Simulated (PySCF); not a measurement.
Compound: C₇H₁₁NSi.
SMILES with atom numbers: `[CH2:1]=[CH:2][CH2:3][c:4]1[cH:5][cH:6][n:7]([SiH3:8])[cH:9]1` (hydrogens: H10, H11 on C1; H12 on C2; H13, H14 on C3; H15 on C5; H16 on C6; H17, H18, H19 on Si8; H20 on C9)

Method: PBE0-D3(BJ)/def2-SVP geometry optimisation, gas phase in PySCF 2.14.0.

What internal coordinates does the optimisation give?

```
                     bond  length (bohr)     order
                    C1=C2          2.520    double
                    C2–C3          2.834    single
                    C3–C4          2.835    single
                    C4–C5          2.701  aromatic
                    C5–C6          2.594  aromatic
                    C6–N7          2.609  aromatic
                   N7–Si8          3.342    single
                    N7–C9          2.611  aromatic
                    C4–C9          2.601  aromatic
                   C1–H10          2.070    single
                   C1–H11          2.066    single
                   C2–H12          2.073    single
           C3–H13, C3–H14          2.086    single
                   C5–H15          2.057    single
                   C6–H16          2.058    single
Si8–H17, Si8–H18, Si8–H19          2.816    single
                   C9–H20          2.059    single
```

Bonds in one row agree within 0.02 bohr and their mean is given. Orders are formal, as drawn. A selection of angles:
```
      angle  degrees
  C2–C1–H10    121.2
  C2–C1–H11    121.7
 H10–C1–H11    117.1
   C1–C2–C3    125.1
  C1–C2–H12    119.3
  C3–C2–H12    115.6
   C2–C3–C4    112.6
  C2–C3–H13    109.2
  C4–C3–H13    110.2
 H13–C3–H14    106.5
   C3–C4–C5    126.5
   C3–C4–C9    127.0
   C5–C4–C9    106.5
   C4–C5–C6    107.4
  C4–C5–H15    126.3
  C6–C5–H15    126.3
   C5–C6–N7    108.9
  C5–C6–H16    130.2
  N7–C6–H16    120.8
  C6–N7–Si8    125.9
   C6–N7–C9    107.8
  Si8–N7–C9    125.9
 N7–Si8–H17    107.1
 N7–Si8–H18    111.6
H17–Si8–H18    109.6
H17–Si8–H19    111.5
  N7–C9–H20    121.0
   C4–C9–N7    109.4
  C4–C9–H20    129.6
```

Torsions: C1–C2–C3–C4 121° (anticlinal); C2–C3–C4–C5 -55° (synclinal). The mirror-image conformer, all signs reversed, is as good.

Si8 (SiH3 silicon) is tetrahedral (angles from 107.1° to 111.6°). N7 (pyrrole-type nitrogen) is planar (angles 125.9°, 125.9° and 107.8°, sum 359.6°, 0.05 Å off the plane of its three neighbours). Of the pairs four or more bonds apart, H10···H13 is among the closest relative to their van der Waals radii: 2.43 Å, 101 % of the sum of Bondi's values. The 6 C–C bonds span 1.333 Å (C1=C2, drawn double) to 1.500 Å (C3–C4, drawn single), a spread of 0.167 Å. The 5-membered ring C4–C5–C6–N7–C9 has internal angles of 106.5° to 109.4°; it is planar, 0.00 Å rms from its mean plane, widest ring torsion 0°.

Point group: C1 (no symmetry element, even within 0.4 Å). PBE0-D3(BJ)/def2-SVP frequencies: not computed here. The numbers are those of one conformer.
